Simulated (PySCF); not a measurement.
# What a mistake does to a calculation on CClFH3Si cation

All numbers below are calculated, not measured. The program is PySCF 2.14.0, an open-source quantum chemistry code, run on an isolated molecule that a program drew, which may never have been made. The molecule is CClFH3Si cation (charge +1, singlet), drawn as the SMILES string `C[Si+](F)Cl`.

Each row is a Hartree-Fock (HF) and frozen-core CCSD(T) single point in the cc-pV(D+d)Z basis, meant for a local HF minimum. Run 1 is clean. Each other run has one planted mistake out of seven kinds, and not every kind appears here: one electron removed, one electron added, multiplicity raised by two, geometry at a saddle point, minimal basis STO-3G, one bond length entered in bohr, all coordinates scaled. The reference is restricted for singlets and unrestricted otherwise, and also for a bond in bohr. Adding or removing an electron swaps singlet and doublet. Electrons count all cores. HOMO and LUMO are orbital energies over both spins, the gradient is its largest component, and the lowest frequency (negative if imaginary) is given only where the gradient is small. Bond lengths are over the 6 bonds as drawn. T1 is the CCSD diagnostic: over 0.02 (restricted) or 0.045 (unrestricted) a single reference is doubtful.

Geometry of the clean run:
```xyz
7
CClFH3Si cation, angstrom
C     0.1772   -0.0071   -1.5136
Si    1.2648    1.4310   -1.3074
F     1.4182    2.0336    0.1184
Cl    2.2901    2.3380   -2.6897
H     0.5316   -0.8069   -0.8556
H    -0.8312    0.2738   -1.1928
H     0.1669   -0.3421   -2.5505
```

```
run,electrons,basis functions,<S^2>,HOMO (eV),LUMO (eV),gradient (hartree/bohr),lowest frequency (cm^-1),mean bond (Å),longest bond (Å),T1,HF (hartree),CCSD(T) (hartree),mistake
1,48,89,0.000,-19.42,-4.59,5.4e-06,27,1.4325,1.945,0.0133,-887.32110,-887.91657,no fault
2,48,89,0.000,-18.88,-5.35,7.9e-02,-,1.5600,2.119,0.0169,-887.27145,-887.88189,all coordinates scaled
3,49,89,0.773,-6.09,2.23,4.5e-02,-,1.4325,1.945,0.0123,-887.51719,-888.11923,one electron added
4,47,89,0.759,-26.02,-16.36,9.9e-02,-,1.4325,1.945,0.0288,-886.66478,-887.23854,one electron removed
5,48,31,0.000,-17.89,-2.78,3.6e-02,-,1.4325,1.945,0.0172,-877.22303,-877.37980,minimal basis STO-3G
6,48,89,0.839,-15.76,-7.25,3.2e-02,-,1.7016,3.429,0.0431,-887.19059,-887.76983,?
```

**Which mistake was planted in run 6, and what did it cost?**

The mean bond changes by a factor of 1.188 and the longest by 1.763, so the molecule wasn't scaled as a whole. A length L in bohr read as angstrom grows by (1/0.5292 - 1) L = 0.890 L. The 6 bonds together grew by 6 x 0.2691 = 1.615 Å, which gives L = 1.815 Å. That is bond C1-Si2, 1.815 Å in the clean geometry. So the mistake is: one bond length entered in bohr. Subtracting run 1 and multiplying by 627.51 kcal/mol a hartree, the energy moved by 81.9 kcal/mol in HF and 92.1 kcal/mol in CCSD(T).

